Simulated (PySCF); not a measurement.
# Electron correlation in As⁺ (arsenic, charge +1)

[Ar] 3d10 4s2 4p2, high-spin 3P determinant. All numbers are calculated (PySCF 2.14, the spin-free X2C one-electron Hamiltonian (Gaussian nucleus), in cc-pVTZ-DK (6s5p3d1f, 43 functions)). Frozen: [Ar] 3d10; 4 electrons correlated.

MP2 pair energies summed by pair of shells (mhartree):

```
 pair  energy  share (%)
4s-4p  -33.06       61.8
4s-4s  -15.22       28.4
4p-4p   -5.23        9.8
```

Total MP2 correlation energy: -53.51 mhartree.

Same-spin part -8.94 and opposite-spin part -44.57 mhartree; SCS-MP2 scales them by 1/3 and 6/5 to -56.46 mhartree.

```csv
level,correlation energy (mhartree)
CCSD,-68.81
(T),-1.60
CCSD(T),-70.41
```

Diagnostics: T1 = 0.0073, D1 = 0.0194, largest double amplitude 0.091.

Cost of the coupled-cluster step: 0.26 s of wall time on 1 thread of AMD EPYC 7R13 Processor (shared host), for 4 correlated electrons.
